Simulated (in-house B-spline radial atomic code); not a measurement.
RPA and G0W0 on LC-wPBE: Si⁻

Configuration [Ne] 3s2 3p3, highest spin, mean-field start LC-wPBE. Computed with a B-spline radial code for spherical atoms: all electrons, scalar-relativistic (spin-free one-electron X2C), finite nucleus, each spin shell either full or empty, empty states to l = 9 with an (l + 1/2)⁻⁴ tail; G0W0 by contour deformation at full frequency.

Command:
```bash
python run_gw.py task.json out
```
Settings (radii: box in bohr, nucleus in fm):
```
Z                        14
electrons                15
configuration            [Ne] 3s2 3p3
hamiltonian              x2c
method                   lc_wpbe
lmax                     9
rms_radius               3.1224
spin_polarised           True
box_radius               60
intervals                76
```

Run time, properties included: 5.1 s on 1 thread of Arm Neoverse N1 (shared host).

Energies (hartree):

```json
{"term": "mean-field total", "value": "-289.94520"}
{"term": "Hartree-Fock functional on these orbitals", "value": "-289.48473"}
{"term": "direct second order", "value": "-0.86924"}
{"term": "second-order exchange", "value": "0.31823"}
{"term": "SOSEX correction", "value": "0.28977"}
```

(1) What is the RPA correlation energy, and what remains with SOSEX?

Quasi-particle levels (eV):

```tsv
level	occupied	mean field	Σx - vxc	Σc	QP weight	G0W0
3p up	yes	-1.784	0.30	?	?	?
3s down	yes	-6.364	1.12	-0.76	0.875	-5.999
```

G0W0 = mean field + (Σx - vxc) + Σc, with Σc (partial-wave tail included) taken at the quasi-particle energy. Only the outer levels were computed. Levels of low weight are left out.

(2) Where does G0W0 put 3p up?

## Answers

(1) RPA gives -0.76508 hartree (-1.39 eV per electron); RPA + SOSEX gives -0.47531, and the second-order doubles -0.55101 hartree (no singles). SOSEX takes back 38 % of the RPA value.

(2) At -1.647 eV, with Σc = -0.16 eV and a quasi-particle weight of 0.904. The tabulated removal energy is 1.390 eV (electron affinity of the neutral atom); the calculation leaves out spin-orbit coupling, Breit and QED terms, and what these don't explain is the method's own error.
